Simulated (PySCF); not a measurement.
Computed shifts of a molecule C2H10FNSi2, PBE/pcSseg-1 run with PySCF, GIAO, gas phase, atoms alike by connectivity averaged where their shifts nearly agree, in ppm (number of nuclei): ¹³C: 16.2 (1), 6.8 (1). ²⁹Si: -3.1 (1), -70.4 (1). ¹⁵N: 52.8 (1). ¹⁹F: -165.3 (1). ¹H: 5.62 (1), 4.01 (1), 3.93 (1), 2.07 (1), 1.57 (1), 1.44 (3), 0.96 (2). References: ¹³C against TMS (σ = 182.0 ppm); ²⁹Si against TMS (σ = 335.4 ppm); ¹⁵N against NH3 (σ = 267.0 ppm); ¹⁹F against CFCl3 (σ = 133.6 ppm); ¹H against TMS (σ = 31.49 ppm), references at their B3LYP-D3(BJ)/def2-TZVP geometries, non-relativistic. The structure is a stationary point at PBE0-D3(BJ)/def2-SVP. The values are those of a single conformer.

Q: Identify the compound among the candidates.
(A) CC[SiH2][Si@@H](N)F
(B) C[C@@H](N[SiH3])[SiH2]F
(C) C[Si@H](F)CN[SiH3]
(D) CN[Si@H](C)[SiH2]F

A: A, CC[SiH2][Si@@H](N)F
